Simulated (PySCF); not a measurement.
## Spin-rotation constants: SMILES CP(C(=C)C)(=C)C, C6H13P

Cartesian coordinates in Å; atom numbers follow the order of the lines, from 1:
```xyz
20

C     1.4347   -0.2951   -1.6985
C     1.0484   -0.3434   -0.4303
C     1.9504   -0.7826    0.6826
P    -0.5253    0.4440    0.1642
C    -0.7162    1.9759    0.8915
C    -1.6239    0.3669   -1.2878
C    -1.1857   -0.8225    1.2980
H     0.7831    0.0443   -2.4857
H     2.4154   -0.6255   -2.0047
H     2.9920   -0.7931    0.3678
H     1.6818   -1.7848    1.0178
H     1.8426   -0.1035    1.5304
H    -0.3874    2.7658    0.2170
H    -0.1809    2.0328    1.8389
H    -1.5878   -0.6117   -1.7629
H    -2.6304    0.5823   -0.9317
H    -1.3377    1.1388   -1.9994
H    -1.1553   -1.8098    0.8396
H    -0.6111   -0.8279    2.2221
H    -2.2120   -0.5402    1.5279
```

Computed with GIAO KT3/pcSseg-1 magnetisability, rotational g tensor and spin-rotation constants, non-relativistic, gas phase in PySCF. Geometry: GFN2-xTB.

(1) Give the nuclear spin-rotation constants along the inertial axes (H = +C I·J) beside the isotropic shieldings.

(2) How do the rotational constants and the g tensor change when H8, H9, H10, H11, H12, H13, H14, H15, H16, H17, H18, H19, H20 are replaced by deuterium?

Results:

(1) Rotational constants 2.6602, 1.7789, 1.4970 GHz. A star marks the isotopologue with that one atom substituted, in its own axes.
| atom | isotope | Caa (kHz) | Cbb (kHz) | Ccc (kHz) | mean (kHz) | σ (ppm) |
| --- | --- | --- | --- | --- | --- | --- |
| P4 | 31P | 4.097 | 3.048 | 1.938 | 3.028 | 348.0 |
| H8 | 1H | -0.145 | 0.082 | -0.174 | -0.079 | 26.5 |
| H9 | 1H | 0.245 | -0.177 | -0.173 | -0.035 | 26.4 |
| H10 | 1H | 0.051 | -0.189 | -0.152 | -0.097 | 30.1 |
| H11 | 1H | -0.285 | -0.138 | -0.003 | -0.142 | 30.0 |
| H12 | 1H | -0.195 | -0.071 | -0.095 | -0.120 | 29.4 |
| H13 | 1H | -0.316 | -0.105 | -0.052 | -0.157 | 31.9 |
| H14 | 1H | -0.304 | -0.004 | -0.124 | -0.144 | 31.2 |
| H15 | 1H | -0.231 | -0.176 | -0.022 | -0.143 | 30.5 |
| H16 | 1H | 0.061 | -0.186 | -0.175 | -0.100 | 30.4 |
| H17 | 1H | -0.299 | -0.043 | -0.079 | -0.140 | 29.8 |
| H18 | 1H | -0.240 | -0.191 | -0.013 | -0.148 | 30.8 |
| H19 | 1H | -0.287 | 0.034 | -0.157 | -0.137 | 30.1 |
| H20 | 1H | 0.058 | -0.193 | -0.167 | -0.101 | 30.4 |
| C1 | 13C* | 1.050 | 0.556 | 0.223 | 0.610 | 74.2 |
| C2 | 13C* | 1.207 | 0.759 | 0.226 | 0.731 | 37.1 |
| C3 | 13C* | 0.416 | 0.249 | 0.226 | 0.297 | 163.8 |
| C5 | 13C* | 0.340 | 0.244 | 0.176 | 0.253 | 179.4 |
| C6 | 13C* | 0.368 | 0.251 | 0.219 | 0.279 | 168.8 |

For the geometry as given, no vibrational averaging.

(2) Constants 2.0642, 1.4636, 1.2228 GHz; g -0.0103, -0.0123, -0.0018, against -0.0129, -0.0150, -0.0023 before.
